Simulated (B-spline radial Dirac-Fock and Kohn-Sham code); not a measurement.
## Photoionisation of nickel ions at Ga Kα (9251.7 eV)

Method: a relativistic central-field model (Hartree-Slater potential of the initial state, Latter tail, multipole expansion of the photon field, Dirac-Fock thresholds). Computed with an atomic code on a B-spline grid. Cross sections in kb; a dash marks an empty subshell or a threshold above the photon energy.

```tsv
ion	configuration	total	1s	2p3/2	3p3/2	3d5/2	4s
Ni	[Ar] 3d8 4s2	25.03	21.9	0.722	0.0940	0.00218	0.0157
Ni⁴⁺	[Ar] 3d6	25.05	21.9	0.722	0.0996	0.00206	–
Ni⁹⁺	[Ar] 3d1	25.14	22.0	0.722	0.123	0.000538	–
Ni¹⁰⁺	[Ne] 3s2 3p6	25.14	21.9	0.723	0.129	–	–
Ni¹⁸⁺	[He] 2s2 2p6	24.88	22.1	0.761	–	–	–
Ni²¹⁺	[He] 2s2 2p3	2.447	–	0.425	–	–	–
```
